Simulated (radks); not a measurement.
Results of a calculation; reference values are marked as such.
Valence configurations of neutral aluminium (all share [Ne]). Code: a radial shooting solver on a logarithmic mesh with Libxc functionals. Model: scalar-relativistic Kohn-Sham, r2SCAN, spin-polarised, spherical densities, finite nucleus; open shells are filled with parallel spins first; meta-GGA in the generalised Kohn-Sham scheme; Fermi nuclear charge, rms radius 3.061 fm. Energies are relative to 3s2 3p1; eigenvalues in eV for spin up.

valence,E (eV),moment (Bohr magnetons),e(3p),e(3s)
3s2 3p1,0.000,1,-3.057,-8.362
3s1.5 3p1.5,1.872,2,-3.648,-9.181
3s1 3p2,3.049,3,-4.053,-9.732
3s0.5 3p2.5,5.893,3,-4.358,-10.048
3p3,8.735,3,-4.640,-

NIST lists [Ne] 3s2 3p1 as the ground configuration; this level of theory agrees among the configurations tried. The energies are those of spherical high-spin densities, not of single terms.
